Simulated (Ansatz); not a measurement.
`CC(O)[SiH3]` + H₂ → `CCO` + SiH₄ at 700 K and 1 bar (hydrogenolysis of a C–Si bond).

Program: Ansatz. Geometries: PBE0-D4/def2-TZVP. ΔE: electronic, gas phase. CCSD(T)/CBS adds triple-zeta CCSD(T) − MP2 to the extrapolated MP2 energy (def2 sets, frozen cores). This one scheme is used for every species. Each species was taken in one conformer, which may not be the lowest.

| species | CCSD(T)/CBS energy (Eh) | H − E (kJ/mol) | S (J/(mol·K)) |
| --- | --- | --- | --- |
| `CC(O)[SiH3]` | -445.15454 | 325.8 | 442.9 |
| H₂ | -1.17544 | 46.8 | 155.3 |
| `CCO` | -154.88256 | 262.0 | 346.5 |
| SiH₄ | -291.46306 | 115.5 | 252.9 |

H − E and S are ideal-gas, rigid-rotor, harmonic terms from PBE0-D4/def2-TZVP, for one conformer and one mirror image of each species. The MP2-based limit puts H₂ 0.8 mEh under its directly extrapolated value; such offsets cancel only in part. 1 Eh = 2625.50 kJ/mol, R = 8.31446 J/(mol·K).

**Question.** By hand: ΔE, ΔH, ΔS and ΔG.

**Answer.** ΔE = (-154.88256) + (-291.46306) − (-445.15454) − (-1.17544) = -0.01564 Eh = -41.1 kJ/mol. Δ(H − E) = 262.0 + 115.5 − 325.8 − 46.8 = 4.9, so ΔH = -36.2 kJ/mol. ΔS = 346.5 + 252.9 − 442.9 − 155.3 = 1.2 J/(mol·K). ΔG = -36.2 − 700 × (1.2)/1000 = -37.0 kJ/mol.

**Question.** By hand: the equilibrium constant, and the temperature at which ΔG would vanish if ΔH and ΔS stayed fixed.

**Answer.** log₁₀ K = −ΔG/(RT ln 10) = 2.8. ΔH and −TΔS have one sign here, so there is no such temperature. One of them is within its doubt of zero, so this could turn.

The number of gas molecules stays the same, so ΔS is small and ΔH decides. A doubt of 5 kJ/mol in ΔE shifts log₁₀ K by 0.4 here. Other conformers and mirror images would add mixing entropy, several J/(mol·K) or more a flexible species. These are equilibria of isolated gas molecules and say nothing of rates. Largest T1 diagnostic: 0.011 (customary marks: 0.02 for closed shells, 0.045 for open ones).
